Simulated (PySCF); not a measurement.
`c1csc(-c2ccoc2)c1`. Structure optimised with GFN2-xTB, isolated species.

```
atom  x, y, z in Å
C1     2.6793   -0.0901   -0.7767
C2     2.9860    0.2898    0.4894
S3     1.5822    0.5004    1.4609
C4     0.5511    0.0654    0.1292
C5    -0.8783    0.0376    0.2793
C6    -1.8475   -0.2975   -0.7146
C7    -3.0576   -0.1832   -0.1110
O8    -2.9205    0.1939    1.1712
C9    -1.6070    0.3264    1.4043
C10    1.2910   -0.2187   -0.9847
H11    3.4158   -0.2733   -1.5386
H12    3.9523    0.4619    0.9199
H13   -1.6580   -0.5814   -1.7284
H14   -4.0542   -0.3375   -0.4746
H15   -1.2977    0.6255    2.3861
H16    0.8556   -0.5103   -1.9231
```

Q: Which two atoms are farthest apart?

A: H12···H14, 8.17 Å; the next longest distance is 7.55 Å.

Q: Work out the bond lengths C2–H12, C4–C5, C5–C9, C7–H14, O8–C9, C10–H16 in Å.

A: For C2–H12 the difference vector is (0.9663, 0.1721, 0.4305) Å, of length 1.0718 Å. C2–H12 1.072; C4–C5 1.438; C5–C9 1.371; C7–H14 1.072; O8–C9 1.341; C10–H16 1.075 Å.

Q: Give the dihedral angles C7–O8–C9–H15, H11–C1–C2–S3, S3–C4–C5–C6, C10–C1–C2–S3, C2–S3–C4–C5.

A: C7–O8–C9–H15 180° (antiperiplanar); H11–C1–C2–S3 180° (antiperiplanar); S3–C4–C5–C6 180° (antiperiplanar); C10–C1–C2–S3 0° (synperiplanar); C2–S3–C4–C5 180° (antiperiplanar). Dihedral signs follow IUPAC: positive where, seen along the central bond, the front bond turns clockwise onto the rear one.

Q: What is the repulsion energy of the bare nuclei, Σ ZA·ZB/RAB?

A: 553.39 Eh over 120 pairs, with full nuclear charges and distances in bohr; the largest single term is 29.53 Eh (C2 with S3).

Q: How far apart are these pairs, which share no bond: C2···H15, S3···H15, O8···H16, C10···H15, H14···H15?

A: C2···H15 4.697 Å (5 bonds apart); S3···H15 3.027 Å (4 bonds apart); O8···H16 4.932 Å (5 bonds apart); C10···H15 4.333 Å (4 bonds apart); H14···H15 4.088 Å (4 bonds apart).

Q: Write the matrix of distances between heavy atoms (Å, lower triangle).

A: 
```
C1    0.000
C2    1.357  0.000
S3    2.561  1.720  0.000
C4    2.318  2.472  1.739  0.000
C5    3.713  3.878  2.768  1.438  0.000
C6    4.532  5.016  4.139  2.568  1.428  0.000
C7    5.776  6.092  4.946  3.625  2.225  1.357  0.000
O8    5.936  5.946  4.522  3.627  2.234  2.225  1.344  0.000
C9    4.827  4.683  3.194  2.520  1.371  2.222  2.159  1.341  0.000
C10   1.410  2.303  2.566  1.367  2.524  3.151  4.436  4.749  3.795  0.000
```

GFN2-xTB frequencies: not computed here. One conformer, not necessarily the lowest.
